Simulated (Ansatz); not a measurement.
CH8AlFSi2, SMILES `C[SiH2][Al]([F])[SiH3]`. Charge 0, multiplicity 1. Geometry: relaxed with PBE0-D4/def2-TZVP. It is one conformer, not always the lowest.

```xyz
13

C    -1.921   -0.844   -0.655
Si   -1.267   -0.589    1.092
Al    0.983    0.404    1.106
F     1.702    0.637    2.581
Si    2.314    1.076   -0.852
H    -1.274   -1.518   -1.221
H    -1.972    0.104   -1.196
H    -2.923   -1.277   -0.633
H    -1.240   -1.896    1.814
H    -2.200    0.296    1.851
H     1.424    1.466   -1.985
H     3.234    2.215   -0.575
H     3.141   -0.073   -1.327
```

Question: What is the dipole moment at B3LYP/def2-TZVPP? (Estimate.)

Answer: Computed: 1.98 D, with components (-1.14, -0.39, -1.56) D in this frame, pointing from negative to positive charge.

Question: And with PBE, r2SCAN, ωB97M-V? (An estimate is asked.)

Answer: Computed: PBE 2.00 D, r2SCAN 1.99 D, ωB97M-V 1.93 D.

Question: Give the Mulliken charges with B3LYP, ωB97M-V, PBE in def2-TZVPP. (An estimate is asked.)

Answer: Ansatz gave: 
```csv
atom,B3LYP,ωB97M-V,PBE
C1,-0.38,-0.45,-0.36
Si2,0.11,0.03,0.03
Al3,0.59,0.58,0.57
F4,-0.35,-0.34,-0.31
Si5,0.03,-0.08,-0.04
H6,0.10,0.12,0.11
H7,0.11,0.12,0.11
H8,0.11,0.13,0.11
H9,-0.07,-0.03,-0.05
H10,-0.07,-0.03,-0.05
H11,-0.06,-0.03,-0.04
H12,-0.05,-0.01,-0.03
H13,-0.06,-0.02,-0.04
```

B3LYP here is the variant with VWN-RPA as its local correlation; programs differ in this.
